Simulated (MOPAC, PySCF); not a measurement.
CH2S, SMILES `S=C` (lower singlet), neutral singlet in the gas phase. This singlet lies 1.88 eV below the relaxed triplet at the level composite: frozen-core CCSD(T) with HF/cc-pVQZ and the correlation energy extrapolated as X^-3 from cc-pVTZ and cc-pVQZ, plus phaseless AFQMC minus CCSD(T) in cc-pVTZ // B3LYP-D3(BJ)/def2-TZVP (Ansatz).

Z-matrix (Å, degrees):
```
C
H 1 1.0888
H 1 1.0888 2 115.51
S 1 1.6055 2 122.25 3 -180.00
```
Charge 0, multiplicity 1.

All levels are single points at this geometry (B3LYP-D3(BJ)/def2-TZVP); Pople sets use spherical d functions. Orbital energies aren't observables, and empty levels follow the basis.

```json
[
 {"level": "B3LYP-D3(BJ)/def2-TZVP in PySCF", "HOMO (eV)": "-6.46", "LUMO (eV)": "-2.76", "gap (eV)": "3.70", "dipole (D)": "1.70", "vertical IE, Delta-SCF (eV)": "–"},
 {"level": "PBE-D3(BJ)/def2-TZVP in PySCF", "HOMO (eV)": "-5.45", "LUMO (eV)": "-3.53", "gap (eV)": "1.91", "dipole (D)": "1.63", "vertical IE, Delta-SCF (eV)": "–"},
 {"level": "B3LYP/6-311+G** in PySCF", "HOMO (eV)": "-6.53", "LUMO (eV)": "-2.84", "gap (eV)": "3.69", "dipole (D)": "1.77", "vertical IE, Delta-SCF (eV)": "–"},
 {"level": "B3LYP/LANL2DZ in PySCF", "HOMO (eV)": "-6.40", "LUMO (eV)": "-2.67", "gap (eV)": "3.73", "dipole (D)": "1.92", "vertical IE, Delta-SCF (eV)": "–"},
 {"level": "PBE/6-31G* in PySCF", "HOMO (eV)": "-5.33", "LUMO (eV)": "-3.34", "gap (eV)": "1.99", "dipole (D)": "1.81", "vertical IE, Delta-SCF (eV)": "9.21"},
 {"level": "HF/3-21G in PySCF", "HOMO (eV)": "-9.61", "LUMO (eV)": "1.40", "gap (eV)": "11.02", "dipole (D)": "2.32", "vertical IE, Delta-SCF (eV)": "–"},
 {"level": "HF/6-31G* in PySCF", "HOMO (eV)": "-9.50", "LUMO (eV)": "1.50", "gap (eV)": "11.00", "dipole (D)": "2.25", "vertical IE, Delta-SCF (eV)": "–"},
 {"level": "PM6 in MOPAC", "HOMO (eV)": "-8.93", "LUMO (eV)": "-1.24", "gap (eV)": "7.69", "dipole (D)": "1.47", "vertical IE, Delta-SCF (eV)": "–"},
 {"level": "PM7 in MOPAC", "HOMO (eV)": "-8.82", "LUMO (eV)": "-1.37", "gap (eV)": "7.45", "dipole (D)": "1.53", "vertical IE, Delta-SCF (eV)": "–"}
]
```
